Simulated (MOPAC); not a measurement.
MOPAC input (MNDO):

```
MNDO 1SCF CHARGE=-1 GEO-OK AUX(PRECISION=9) THREADS=1
CH6BO2Si

C    -2.21082500 1    0.52521900 1   -0.10050000 1
Si   -0.79333700 1   -0.71996200 1   -0.65220900 1
B     0.86418100 1    0.09598600 1    0.18568100 1
O     1.22275300 1    1.44173600 1    0.13906600 1
O     1.88207700 1   -0.69880800 1    0.74748500 1
H    -2.26350500 1    0.70740500 1    0.97724000 1
H    -3.19223500 1    0.16810300 1   -0.43039500 1
H    -2.04030400 1    1.48985700 1   -0.59000800 1
H    -0.95713700 1   -1.80744600 1    0.43296800 1
H     2.10804500 1    1.54894700 1    0.51438600 1
H     1.55725500 1   -1.60207100 1    0.80892800 1
```

From the output:

```
                                                       MOPAC v23.2.5 Linux

          FINAL HEAT OF FORMATION =       -136.41467 KCAL/MOL =    -570.75898 KJ/MOL

          COSMO AREA              =        132.80 SQUARE ANGSTROMS
          COSMO VOLUME            =        124.59 CUBIC ANGSTROMS

          IONIZATION POTENTIAL    =          1.261734 EV
          HOMO LUMO ENERGIES (EV) =         -1.262  6.811
          NO. OF FILLED LEVELS    =         15
          MOLECULAR WEIGHT        =         88.9527         POINT GROUP:  C1

          MOLECULAR DIMENSIONS (Angstroms)

            Atom       Atom       Distance
            H    10    H     7     5.55809
            H    11    H     8     4.00594
            H     6   Si     2     2.14076

          SCF CALCULATIONS        =          1

   ATOM   CHEMICAL          X               Y               Z
  NUMBER   SYMBOL      (ANGSTROMS)     (ANGSTROMS)     (ANGSTROMS)

     1       C         -2.21082500  *   0.52521900  *  -0.10050000  *
     2      Si         -0.79333700  *  -0.71996200  *  -0.65220900  *
     3       B          0.86418100  *   0.09598600  *   0.18568100  *
     4       O          1.22275300  *   1.44173600  *   0.13906600  *
     5       O          1.88207700  *  -0.69880800  *   0.74748500  *
     6       H         -2.26350500  *   0.70740500  *   0.97724000  *
     7       H         -3.19223500  *   0.16810300  *  -0.43039500  *
     8       H         -2.04030400  *   1.48985700  *  -0.59000800  *
     9       H         -0.95713700  *  -1.80744600  *   0.43296800  *
    10       H          2.10804500  *   1.54894700  *   0.51438600  *
    11       H          1.55725500  *  -1.60207100  *   0.80892800  *

                             CARTESIAN COORDINATES

   1    C       -2.210825000     0.525219000    -0.100500000
   2   Si       -0.793337000    -0.719962000    -0.652209000
   3    B        0.864181000     0.095986000     0.185681000
   4    O        1.222753000     1.441736000     0.139066000
   5    O        1.882077000    -0.698808000     0.747485000
   6    H       -2.263505000     0.707405000     0.977240000
   7    H       -3.192235000     0.168103000    -0.430395000
   8    H       -2.040304000     1.489857000    -0.590008000
   9    H       -0.957137000    -1.807446000     0.432968000
  10    H        2.108045000     1.548947000     0.514386000
  11    H        1.557255000    -1.602071000     0.808928000

           Empirical Formula: C H6 O2 Si B  =    11 atoms

      MOLECULAR POINT GROUP   :   C1

                  EIGENVALUES
 -37.08606 -34.89716 -25.43213 -15.99750 -14.34059 -12.14918  -9.57870  -9.35352
  -9.03159  -8.93419  -8.86136  -7.34671  -5.04384  -4.94297  -1.26173   6.81073
   7.60716   7.72021   8.82939   9.39023   9.44832   9.68894   9.85114  10.87656
  12.22861  12.65751

              NET ATOMIC CHARGES AND DIPOLE CONTRIBUTIONS

  ATOM NO.   TYPE          CHARGE      No. of ELECS.   s-Pop       p-Pop
    1          C          -0.229681        4.2297     1.28008     2.94960
    2         Si           0.407634        3.5924     1.42101     2.17135
    3          B          -0.281210        3.2812     1.42726     1.85395
    4          O          -0.271446        6.2714     1.79701     4.47444
    5          O          -0.348830        6.3488     1.79127     4.55756
    6          H          -0.056107        1.0561     1.05611
    7          H          -0.060665        1.0607     1.06066
    8          H          -0.046335        1.0463     1.04633
    9          H          -0.429466        1.4295     1.42947
   10          H           0.136447        0.8636     0.86355
   11          H           0.179659        0.8203     0.82034
 DIPOLE           X         Y         Z       TOTAL
 POINT-CHG.     1.954    -0.064    -2.802     3.417
 HYBRID         0.534     1.177     4.458     4.642
 SUM            2.488     1.114     1.656     3.189

          ATOMIC ORBITAL ELECTRON POPULATIONS

     Atom    s        px        py        pz
    1  C   1.28008   1.04284   1.02583   0.88093
    2 Si   1.42101   0.45385   0.50399   1.21351
    3  B   1.42726   0.76219   0.64536   0.44640
    4  O   1.79701   1.29290   1.44933   1.73221
    5  O   1.79127   1.57120   1.20219   1.78417
    6  H   1.05611
    7  H   1.06066
    8  H   1.04633
    9  H   1.42947
   10  H   0.86355
   11  H   0.82034

 **********************
 *                    *
 * JOB ENDED NORMALLY *
 *                    *
 **********************

 == MOPAC DONE ==
```

The dipole moment of an ion depends on the origin.

The geometry given is a B3LYP-D3(BJ)/def2-TZVP minimum.
